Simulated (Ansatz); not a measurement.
Cs5⁻. Charge -1, multiplicity 1. Geometry PBE0/def2-TZVPD; atoms count from 1.

```xyz
5

Cs   -1.997    2.468    4.324
Cs    2.030    0.126   -3.316
Cs   -1.142   -1.480    1.289
Cs    0.973    3.766   -0.073
Cs    0.136   -4.880   -2.223
```

In the def2 sets Cs takes a core potential; there is no spin–orbit coupling. The structure comes from a short search, and lower isomers may exist.

Question: Estimate the Mulliken populations from the PBE0/def2-TZVPD orbitals of Ansatz.

Answer: 
| atom | charge (e) |
| --- | --- |
| Cs1 | -0.69 |
| Cs2 | -0.17 |
| Cs3 | 0.72 |
| Cs4 | -0.17 |
| Cs5 | -0.69 |
Mulliken values and Mayer orders depend strongly on the basis. With diffuse functions, as here, like atoms can get unlike values, and bond orders can come out too low or too high.

Question: And the Mayer bond orders between bonded heavy atoms (over 0.3)?

Answer: Cs2–Cs4 0.34 (4.99 Å).
